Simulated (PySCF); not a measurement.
Homolysis of single bonds, series Ge F-H. Gas-phase values, no solvent. Strings in code marks are SMILES.

The four lowest singlet excitations (Tamm–Dancoff). These are PBE-D3(BJ)/def2-TZVP // B3LYP-D3(BJ)/def2-TZVP in PySCF values and carry that method's errors. Excitations are Tamm–Dancoff values on a coarser integration grid. The basis has no diffuse functions, so Rydberg states are missing or too high.

```csv
state,energy (eV),wavelength (nm),oscillator strength
S1,8.20,151,0.000
S2,8.50,146,0.009
S3,8.50,146,0.009
S4,8.55,145,0.140
```

Problem. Which member gives these states?
(A) `[F][GeH]([F])[F]`
(B) `[F][GeH2][F]`
(C) `[F][GeH3]`

Solution. A, `[F][GeH]([F])[F]`
